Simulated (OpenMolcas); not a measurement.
## d9 ions of charge +2 down a group with 6 ammonia ligands in octahedral coordination

* Program: OpenMolcas 26.06
* Method: CASSCF
* Spin-orbit coupling: state interaction with AMFI integrals over the reference wave functions

The d shell is active. Anionic complexes are neutralised by point charges behind the ligands. Distances were set from a Shannon-type radius of the metal (high-spin where two are listed, low-spin for CN, NH3 and NCH) plus a fixed donor radius (NH3 1.42 Å). Ligand basis ANO-RCC-VDZP, DKH2 Hamiltonian. Energies in cm-1 above the lowest state or level, χT in cm3 K/mol. Spin-only χT is S(S+1) / 2 for the spin of the ground state.

| Ion | Shell | R (Å) | Metal basis | Ground state | First state of that spin | First gap with spin-orbit (degeneracies) | χT at 300 K | Spin-only χT |
| --- | --- | --- | --- | --- | --- | --- | --- | --- |
| Cu2+ | 3d9 | 2.15 | ANO-RCC-VTZP | 2S+1 = 2 | 7422 | 2.6 (2, 2) | 0.566 | 0.375 |
| Ag2+ | 4d9 | 2.36 | ANO-RCC-VTZP | 2S+1 = 2 | 12813 | 1.0 (2, 2) | 0.556 | 0.375 |

χT departs most from the spin-only value for Cu2+, by +0.191 cm3 K/mol.

An orbital doublet at a regular site is open to a Jahn-Teller distortion, which this geometry leaves out. Ligand-to-metal charge-transfer states are missing. With metal d orbitals alone and no dynamic correlation the field as a rule comes out too small, by tens of per cent, by up to half for chloride and softer ligands, and the orbital part of g and χT, which goes as 1/10Dq, too large (holds for Cu2+). With metal d orbitals alone the field can be off either way by tens of per cent (holds for Ag2+). No measured value stands beside these numbers; the geometry is a model, was not optimised and need not be the one that this ion takes.

A state without a sure symmetry label is named by its multiplicity alone.
